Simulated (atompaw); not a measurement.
**lanthanum: PAW (atompaw) pseudisation with LDA (PW92), scalar-relativistic reference atom.**

The input file (atompaw 4.2.0.5):

```
La 57
LDA-PW scalarrelativistic loggrid 2001 logderivrange -5 5 251
6 6 5 4 0 0
6 1 0
5 2 1
4 3 0
0 0 0
c
c
c
c
v
v
c
c
c
v
v
c
c
v
v
3
3.00 2.35 2.90 2.50
n
n
y
1
n
y
0.1
n
custom rrkj vanderbiltortho sinc
4 0 troulliermartins
1.90
2.35
2.30
3.00
3.00
3.00
1.60
1.60
PWSCFOUT
UPFDX 0.0125d0 UPFXMIN -7.d0 UPFZMESH 57.d0
END
```

Command:

```bash
atompaw < La.input > La.log
```

Output (summary file):

```
Completed calculations for La (AE)

 Exchange-correlation type: LDA, Perdew-Wang correlation

 Radial integration grid is logarithmic
 r0 =   1.1779470E-04 h =   6.7142977E-03   n =      2001 rmax =   8.0000000E+01

 Scalar relativistic calculation

 AEatom converged in  35 iterations
   nz     =  57.00
   delta  =       9.995857701395E-16

 All Electron Orbital energies:
  n  l      occupancy      energy
  1  0      2.0000000E+00 -2.8452929E+03
  2  0      2.0000000E+00 -4.5302242E+02
  3  0      2.0000000E+00 -9.6862705E+01
  4  0      2.0000000E+00 -1.9534517E+01
  5  0      2.0000000E+00 -2.8717050E+00
  6  0      2.0000000E+00 -2.8025772E-01
  2  1      6.0000000E+00 -4.0623089E+02
  3  1      6.0000000E+00 -8.1919661E+01
  4  1      6.0000000E+00 -1.4670705E+01
  5  1      6.0000000E+00 -1.6521347E+00
  6  1      0.0000000E+00 -1.0378949E-01
  3  2      1.0000000E+01 -6.0392640E+01
  4  2      1.0000000E+01 -7.6313561E+00
  5  2      1.0000000E+00 -2.3549807E-01
  4  3      0.0000000E+00 -3.3705342E-01

 Total energy
   Total                    :   -16973.74492153234678

 ---
 Completed calculations for La (SC)

 Exchange-correlation type: LDA, Perdew-Wang correlation

 Radial integration grid is logarithmic
 r0 =   1.1779470E-04 h =   6.7142977E-03   n =      2001 rmax =   8.0000000E+01

 Scalar relativistic calculation

 SCatom converged in   4 iterations
   nz     =  57.00
   delta  =       8.423602599424E-16

 Valence Electron Orbital energies:
  n  l      occupancy      energy
   5  0      2.0000000E+00 -2.8717050E+00
   6  0      2.0000000E+00 -2.8025772E-01
   5  1      6.0000000E+00 -1.6521347E+00
   6  1      0.0000000E+00 -1.0378949E-01
   5  2      1.0000000E+00 -2.3549807E-01
   4  3      0.0000000E+00 -3.3705342E-01

 Total energy
   Total                    :   -16973.74492152145467
   Valence                  :     -444.93377544570006

 PAW parameters:
       lmax =            3
         rc =    3.0002549468383508
        irc =         1512
   rc_shape =    2.3560154287795405
    rc_vloc =    2.9011999821506667
    rc_core =    2.5027832826301206
   Vloc: Norm-conserving Troullier-Martins with l= 4;e=   0.0000E+00
   Projector type: RRKJ pseudization + Vanderbilt ortho.
   Sinc^2 compensation charge shape zeroed at   2.3560E+00

 Number of basis functions     8
 No.   n  nodes  l      Energy         Cp coeff         Occ
  1    5    4    0   -0.2871705E+01  0.8336466E+01  0.2000000E+01
  2    6    5    0   -0.2802577E+00  0.3103576E+02  0.2000000E+01
  3    5    3    1   -0.1652135E+01 -0.4315159E+01  0.6000000E+01
  4    6    4    1   -0.1037895E+00 -0.1005436E+02  0.0000000E+00
  5    5    2    2   -0.2354981E+00 -0.1728549E+02  0.1000000E+01
  6  999    3    2    0.1000000E+01 -0.2988553E+00  0.0000000E+00
  7    4    0    3   -0.3370534E+00  0.1841087E+03  0.0000000E+00
  8  999    1    3    0.1000000E+00  0.1601535E+03  0.0000000E+00

 Eigenvalues of overlap operator (in the basis of projectors):
    1        5.47785887E-02
    2        1.11480649E-01
    3        1.26230920E-01
    4        2.67271571E+00
    5        1.16434125E+01
    6        2.19862753E+01
    7        3.50585070E+01
    8        8.01627515E+03

 Orbital leakage outside PAW augmentation regions
   orb  is_core?  %out_of_sphere
   1 0    T           0.00
   2 0    T           0.00
   3 0    T           0.00
   4 0    T           0.00
   5 0    F           1.15
   6 0    F          84.07
   2 1    T           0.00
   3 1    T          -0.00
   4 1    T           0.00
   5 1    F           4.62
   6 1    F          94.97
   3 2    T          -0.00
   4 2    T           0.00
   5 2    F          41.76
   4 3    F           2.35

 Summary of PAW energies
   Total valence energy     :   -444.93859992177528
   Smooth energy            :     23.89816309819455
   One center               :   -468.83676301996985
   Smooth kinetic           :     21.63235904916941
   Vloc energy              :      1.87421417864811
   Smooth exch-corr         :    -12.56667099229711
   One-center xc            :   -380.71446602551896
```

The run took about 20 s on one core of a shared server CPU.
